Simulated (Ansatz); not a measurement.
A structure relaxed at PBE-D4/def2-SVPD in Ansatz, charge -1, singlet:

| atom | x (Å) | y (Å) | z (Å) |
| --- | --- | --- | --- |
| Li1 | -0.601 | 0.799 | 1.016 |
| Cu2 | 0.011 | -1.440 | 0.454 |
| Cu3 | 0.401 | 0.892 | -1.150 |
| Cu4 | -1.574 | -0.386 | -0.944 |
| Cu5 | 1.763 | 0.134 | 0.623 |

Task: Give its formula and point group.

Result: LiCu₄⁻ (the lowest singlet isomer of a short search). Point group C2v (tolerance 0.1 Å).

Task: Summarise the bond lengths by kind (pairs closer than 1.2 times the sum of covalent radii, bridged metal pairs left out).

Result: 5 × Cu–Cu 2.36 to 2.86 Å; 4 × Cu–Li 2.39 to 2.49 Å.

The restricted singlet is unstable towards broken spin symmetry in Hartree–Fock (as tested in another run); at PBE-D4/def2-SVPD this wasn't settled. The highest occupied level of the charge -1 singlet lies above zero (up to 0.44 eV). The electron is either unbound and held by the finite basis, or the level is raised by self-interaction error. The relaxation made no stability test and no search for a lower SCF solution. No other spin state of charge -1 was run. The structure comes from a short search, and lower isomers may exist.
